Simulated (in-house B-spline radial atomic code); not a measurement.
A fraction x of an electron is removed from 2s in N3+, starting from [He] 2s2 and keeping the highest spin. Computed with an all-electron radial atomic-structure program (B-spline basis): scalar-relativistic (X2C) PBEsol, spin-polarised, spherical fractional occupations, Fermi nucleus of rms radius 2.5582 fm.

```
   x  E(x) - E(0) (eV)  2s down level (eV)
   0            0.0000             -67.850
0.07            4.7922             -69.068
0.21           14.6310             -71.482
0.27           18.9507             -72.505
0.39           27.7728             -74.523
 0.5           36.0701             -76.328
 0.6           43.7829             -77.918
0.74           54.8414             -80.037
0.86           64.5491             -81.744
0.92           69.4788             -82.579
   1           76.1144                   -
```

The exact functional would give a straight line between the two integer points. Deviations E(x) - E(0) - x[E(1) - E(0)], in eV: -0.536 at x = 0.07, -1.353 at x = 0.21, -1.6 at x = 0.27, -1.912 at x = 0.39, -1.987 at x = 0.5, -1.886 at x = 0.6, -1.483 at x = 0.74, -0.909 at x = 0.86, -0.546 at x = 0.92.

The curve lies below the straight line by up to 1.987 eV (at x = 0.5): convex, the delocalisation error that favours fractional charges.

**Question.** How well does Slater's transition state (minus the level at half occupation) give the ionisation energy?

**Answer.** It gives 76.328 eV against 76.114 eV from the two total energies; NIST lists 77.47 eV, ground level to ground level.
